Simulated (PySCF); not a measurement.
## Calculated data, BClH₃OSi

Calculation on a computer-drawn molecule: optimised geometry and harmonic frequencies of an isolated molecule of the commonest isotopes, restricted reference for singlets and unrestricted otherwise, frozen core in MP2. Program: PySCF 2.14.0.

Entry: BClH₃OSi

Start structure:
```xyz
7
BClH3OSi
B     -0.0356     1.6614    -1.8177
O     -0.5860     1.4340    -0.5347
Si    -1.0807     1.1224     0.8906
Cl     0.0208     0.0916     2.1294
H      0.6141     2.6452    -1.9414
H     -0.2815     0.8479    -2.6442
H     -2.3814     1.6046     1.3090
```

* charge: 1
* multiplicity: 1
* method: MP2
* basis: cc-pV(D+d)Z
* rotational constants: 14.97, 2.274, 2.011 GHz
* total energy: -850.0421 hartree
* convergence status largest gradient component: 1.065e-05 hartree/bohr

Drawn bonds:
```csv
atom,other atom,order
1,2,1
2,3,1
3,4,1
1,5,1
1,6,1
3,7,1
```

Optimised structure:
```xyz
7
BClH3OSi
B     -0.0281     1.6629    -1.8314
O     -0.6244     1.4597    -0.5536
Si    -1.0882     1.1204     0.9054
Cl     0.0360     0.0831     2.1283
H      0.6353     2.6483    -1.9412
H     -0.2669     0.8300    -2.6514
H     -2.3941     1.6027     1.3349
```

Modes:
```csv
frequency (cm⁻¹),reduced mass (dalton)
69.58,4.516
118.9,2.541
202.5,1.212
272.9,14.7
561.4,1.254
628.1,10.9
764.3,1.905
870,1.795
986.6,1.279
1072,1.318
1261,1.194
1299,8.463
2429,1.046
2712,1.04
2858,1.143
```
